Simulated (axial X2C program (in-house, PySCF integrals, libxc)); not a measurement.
# What spin–orbit coupling does to FeB⁺

Computed with an axial X2C code built on PySCF integrals. Spin-free means the one-electron spin-free X2C Hamiltonian; two-component (2c) means X2C with spin–orbit coupling and atomic mean-field two-electron Coulomb and Gaunt terms, so the difference of the two also holds small scalar two-electron terms. Basis: Fe dyall-cv3z [9s10p6d3f2g], B dyall-v3z [7s6p2d1f] (cores contracted in-house); Gaussian nuclei, density fitting, unrestricted open shells. Masses: Fe 55.935 u, B 11.009 u.

Spin-free state: M_S = 1, Λ = 0 (beyond evenly filled blocks: δ+α, δ-α); fragments Fe+ + B.

| level | Re (Å) | ωe (cm⁻¹) | De (eV) | μ (D) |
| --- | --- | --- | --- | --- |
| PBE0 | 1.793 | 544.5 | 2.692 | -1.41 |
| r2SCAN0 | 1.829 | 597.1 | 2.357 | -1.55 |

Dipoles are positive if B is the positive end and refer to the centre of mass.

Two-component determinant lowest at the distance of the search:

Ω = 1 (⟨Sz⟩ = 1.00, ⟨Lz⟩ = 0.00 at PBE0); fragments Fe+ + B.

| level | Re (Å) | ωe (cm⁻¹) | μ (D) |
| --- | --- | --- | --- |
| PBE0 | 1.793 | 543.2 | -1.41 |
| r2SCAN0 | 1.830 | 596.1 | -1.55 |

Task: From the two tables, how do the constants change at the PBE0 level (2c against spin-free)?

Result: At the PBE0 level Re is unchanged within 0.001 Å and ωe falls by 1.3 cm⁻¹.

Occupations by symmetry block were frozen at the best pattern of an incomplete PBE0 search. Dissociation energies refer to the lowest single-determinant-based atoms at the same level and basis. De is not given where an atomic determinant may have missed its ground term or J level, or where the truncated virtual space spoils (T). Density functionals use the spin component along the axis (collinear). Other states lie close and PBE0, whose exact exchange favours high spin, may order them wrongly; the determinant shown need not be the ground state. The nearest other spin-free determinant of the search, M_S = 2, Λ = 0, lies 0.14 eV up at the distance of the search. The functionals have no current-density term, which raises determinants with orbital currents, atoms included. With several unpaired electrons one determinant need not be a pure state. Open-shell Ω = 0 determinants with evenly filled partner blocks cannot be reached by this program, so the Ω shown need not be the lowest component. The determinant is spin-polarised beyond a pure state at some levels (its spin-free form has ⟨S²⟩ too high), which makes Re and μ there less reliable.
